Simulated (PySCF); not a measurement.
CH2ClNO3Si, SMILES O=C=N[Si](O)(O)Cl.

Geometry optimised at PBE-D3(BJ)/def2-SVP. The structure was generated by enumeration, and PubChem lists no compound with its InChIKey, so it may never have been made. Other conformers were not sampled.

These are TDA-PBE/def2-SVPD in PySCF 2.14.0 values and carry that method's errors.

Vertical excitations. 

Task: Estimate the UV-visible absorptions. (An estimate is asked for; the answer gives what the named calculation found.)

Result: 
```tsv
state	energy (eV)	λ (nm)	f	main pairs
S1	6.44	192	0.001	HOMO→LUMO 98 %
S2	6.53	190	0.001	HOMO−1→LUMO 99 %
S3	6.64	187	0.000	HOMO→LUMO+1 52 %, HOMO→LUMO+2 23 %, HOMO−1→LUMO+1 17 %
S4	6.75	184	0.001	HOMO→LUMO+2 50 %, HOMO−1→LUMO+1 44 %
S5	6.81	182	0.001	HOMO−1→LUMO+2 64 %, HOMO→LUMO+1 22 %, HOMO−1→LUMO+1 13 %
S6	7.06	176	0.022	HOMO−2→LUMO 93 %
S7	7.16	173	0.030	HOMO−2→LUMO+1 64 %
S8	7.32	169	0.026	HOMO−3→LUMO 89 %
S9	7.34	169	0.029	HOMO−2→LUMO+2 60 %, HOMO−2→LUMO+1 14 %, HOMO−3→LUMO+1 11 %
S10	7.41	167	0.040	HOMO−3→LUMO+1 27 %, HOMO−2→LUMO+2 20 %, HOMO−3→LUMO+2 16 %, HOMO−2→LUMO+1 9 %
T1	6.13	202	0	HOMO→LUMO+1 45 %, HOMO−1→LUMO+1 20 %, HOMO→LUMO+2 19 %
T2	6.33	196	0	HOMO→LUMO 74 %, HOMO−1→LUMO+1 14 %
T3	6.36	195	0	HOMO→LUMO+2 49 %, HOMO−1→LUMO+1 25 %, HOMO−1→LUMO+2 12 %
T4	6.37	195	0	HOMO→LUMO+1 28 %, HOMO−1→LUMO+2 25 %, HOMO→LUMO 22 %, HOMO−1→LUMO+1 19 %
```
Triplets are in the Tamm–Dancoff approximation.
